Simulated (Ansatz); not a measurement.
`O[SiH](O)[SiH2]` radical. Total charge 0; spin multiplicity 2. The structure was optimised at the PBE0-D4/def2-TZVP level. It is one conformer, not always the lowest.

```xyz
9

O    -0.886   -0.800   -1.356
Si   -0.260   -0.357    0.100
O    -1.367    0.252    1.153
Si    1.181    1.399   -0.361
H    -1.217   -1.695   -1.450
H     0.345   -1.573    0.726
H    -1.820   -0.362    1.733
H     1.799    2.033    0.835
H     2.225    1.103   -1.380
```

(1) What is the dipole moment at B3LYP/def2-TZVPP? (An estimate is asked.)

(2) And with PBE, r2SCAN, ωB97M-V? (An estimate is asked.)

(3) Give the Mulliken charges with B3LYP, ωB97M-V, r2SCAN in def2-TZVPP. (An estimate is asked.)

## Answers

(1) The calculation gave: 2.59 D, with components (-0.77, -2.32, 0.83) D in this frame, pointing from negative to positive charge.

(2) Computed: PBE 2.52 D, r2SCAN 2.56 D, ωB97M-V 2.56 D.

(3) Computed: 
```json
{"atom": "O1", "B3LYP": "-0.38", "ωB97M-V": "-0.36", "r2SCAN": "-0.40"}
{"atom": "Si2", "B3LYP": "0.57", "ωB97M-V": "0.50", "r2SCAN": "0.58"}
{"atom": "O3", "B3LYP": "-0.38", "ωB97M-V": "-0.36", "r2SCAN": "-0.40"}
{"atom": "Si4", "B3LYP": "0.04", "ωB97M-V": "-0.03", "r2SCAN": "0.05"}
{"atom": "H5", "B3LYP": "0.18", "ωB97M-V": "0.17", "r2SCAN": "0.20"}
{"atom": "H6", "B3LYP": "-0.12", "ωB97M-V": "-0.07", "r2SCAN": "-0.12"}
{"atom": "H7", "B3LYP": "0.18", "ωB97M-V": "0.17", "r2SCAN": "0.20"}
{"atom": "H8", "B3LYP": "-0.05", "ωB97M-V": "-0.01", "r2SCAN": "-0.05"}
{"atom": "H9", "B3LYP": "-0.05", "ωB97M-V": "-0.01", "r2SCAN": "-0.05"}
```

B3LYP here is the variant with VWN-RPA as its local correlation; programs differ in this.
